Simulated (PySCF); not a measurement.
**Löwdin shares of the frontier orbitals**

Compound: cis-Hf(NH3)2Cl4 (singlet state).
Z-matrix (Å and degrees, PBE0-D3(BJ)/def2-SVP geometry), rows numbered from 1:
```
Hf
N   1  2.4056
H   2  1.0227  1  104.47
H   2  1.0202  1  114.56  3  -116.22
H   2  1.0203  1  114.19  3   116.21
Cl  1  2.3734  2  170.19  3   172.69
N   1  2.4051  2   84.58  3   176.40
H   7  1.0227  1  104.57  2   174.26
H   7  1.0199  1  115.56  2    57.44
H   7  1.0205  1  113.15  2   -70.05
Cl  1  2.3738  2   85.53  3    -3.14
Cl  1  2.4244  2   79.08  3    96.40
Cl  1  2.4257  2   79.52  3  -103.46
```

Theory: TDDFT CAM-B3LYP/def2-SVPD, vertical, gas phase, core orbitals frozen in the response, def2 core potentials past Kr in PySCF. Spin–orbit coupling is left out.

Kohn–Sham orbitals with the atoms that hold most of them (Löwdin shares over 4%, at most four atoms; ? is withheld):

| orbital | ε (eV) | atoms |
| --- | --- | --- |
| HOMO-3 | -10.10 | Cl13 42%, Cl12 39%, Hf1 4%, N7 4% |
| HOMO-2 | -10.03 | Cl11 28%, Cl6 28%, Cl13 21%, Cl12 18% |
| HOMO-1 | -9.90 | Cl12 28%, Cl13 24%, Cl11 22%, Cl6 21% |
| HOMO | -9.82 | ? |
| LUMO | ? | ? |
| LUMO+1 | -0.46 | Hf1 66%, Cl13 8%, Cl12 8%, Cl6 6% |
| LUMO+2 | -0.29 | Hf1 65%, Cl13 9%, Cl12 9%, Cl11 6% |

Which atoms hold the LUMO, and with what shares?

Hf1 (bonded to 4 Cl and 2 N) 64%; Cl6 (bonded to Hf) 10%; Cl11 (bonded to Hf) 10%. By element: hafnium 64%, chlorine 19% or more.

Give the leading atoms of the HOMO.

Cl11 (bonded to Hf) 25%; Cl6 (bonded to Hf) 25%; Cl12 (bonded to Hf) 25%; Cl13 (bonded to Hf) 21%.

What is the LUMO energy, and the HOMO–LUMO gap?

ε(LUMO) = -0.55 eV; the gap is 9.27 eV (0.3406 hartree).

How does S1 compare with the orbital gap of 9.27 eV?

S1 is at 5.85 eV (f = 0.0000), 3.42 eV below the gap, made of HOMO→LUMO (92%). 

Give energy, strength and leading configuration of S1, S2, S4 and S6, and follow the Löwdin shares of the leading atoms from the occupied to the empty orbital.

- S1 (5.85 eV, f 0.0000), HOMO→LUMO (92%): Cl11 25% → 10%, Cl6 25% → 10%, Hf1 at most 4% → 64%; the Löwdin share of hafnium is at most 4% in HOMO and 64% in LUMO (ligand-to-metal charge transfer by this measure)
- S2 (5.94 eV, f 0.0002), HOMO-1→LUMO (89%): Cl12 28% → at most 4%, Cl13 24% → at most 4%, Hf1 at most 5% → 64%, Cl6 21% → 10%; the Löwdin share of hafnium is at most 5% in HOMO-1 and 64% in LUMO (ligand-to-metal charge transfer by this measure)
- S4 (6.10 eV, f 0.014), HOMO→LUMO+1 (77%): Cl11 25% → at most 7%, Cl6 25% → 6%, Hf1 at most 4% → 66%, Cl13 21% → 8%; the Löwdin share of hafnium is at most 4% in HOMO and 66% in LUMO+1 (ligand-to-metal charge transfer by this measure)
- S6 (6.15 eV, f 0.0063), HOMO-2→LUMO+1 (80%): Cl11 28% → at most 7%, Cl6 28% → 6%, Hf1 at most 6% → 66%, Cl13 21% → 8%; the Löwdin share of hafnium is at most 6% in HOMO-2 and 66% in LUMO+1

Orbitals of the list HOMO-3 to LUMO+2 that lie within 0.01 eV of each other are written together with a slash and their weights summed (≥ marks a lower bound); for degenerate orbitals outside that list single weights are arbitrary.

Löwdin shares depend on the basis, the more so with diffuse functions.

Hardware: one thread, Intel Xeon at 2.50 GHz (x86_64), shared host. Cost: 15 min wall (grids of density and orbitals included), 1.5 GiB resident at most.
